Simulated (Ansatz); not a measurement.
Stepwise reaction of `[NH2][Ta](=[O])([Cl])[Cl]` with ammonia, as a gas-phase model of exchange steps in deposition or etching. ΔE in kJ/mol; ΔG adds harmonic PBE0-D4 terms to CCSD(T)/CBS, at 1 bar.

Computed with Ansatz on PBE0-D4/def2-TZVP structures; ΔE is electronic, products minus reactants. CCSD(T)/CBS is the MP2 limit (def2-TZVPP, def2-QZVPP) plus CCSD(T) − MP2 in def2-TZVPP, frozen cores. This one scheme is used for every species. DFT in def2-TZVPP. B3LYP here is the variant with VWN-RPA as its local correlation; programs differ in this. Elements past krypton have def2 core potentials. For Ta outer-core shells are correlated without core-valence functions, which leaves a few kJ/mol of doubt a bond. One conformer a species, not always the lowest.

```json
{"step": "1", "reaction": "`[NH2][Ta](=[O])([Cl])[Cl]` + NH₃ → `[NH2][Ta]([NH2])(=[O])[Cl]` + HCl", "PBE-D4": "71.7", "B3LYP-D4": "70.9", "ωB97M-V": "70.6", "CCSD(T)/CBS": "71.0", "ΔG(400 K)": "62.5"}
{"step": "2", "reaction": "`[NH2][Ta]([NH2])(=[O])[Cl]` + NH₃ → `[NH2][Ta]([NH2])([NH2])=[O]` + HCl", "PBE-D4": "92.9", "B3LYP-D4": "92.6", "ωB97M-V": "92.4", "CCSD(T)/CBS": "92.4", "ΔG(400 K)": "83.3"}
```

Problem. By hand: ΔE of the 2 steps together at CCSD(T)/CBS.

Solution. (71.0) + (92.4) = 163.4 kJ/mol, or 81.7 kJ/mol a step.

In ΔE each step is higher than the one before. All are uphill at CCSD(T)/CBS. ΔG lies between 62.5 and 83.3 kJ/mol a step. PBE-D4 differs from CCSD(T)/CBS by 0.5 to 0.7 kJ/mol a step. Only this route is followed, and other bonds may react first. Isolated molecules leave out the surface, adducts and barriers. Largest T1 diagnostic: 0.020.
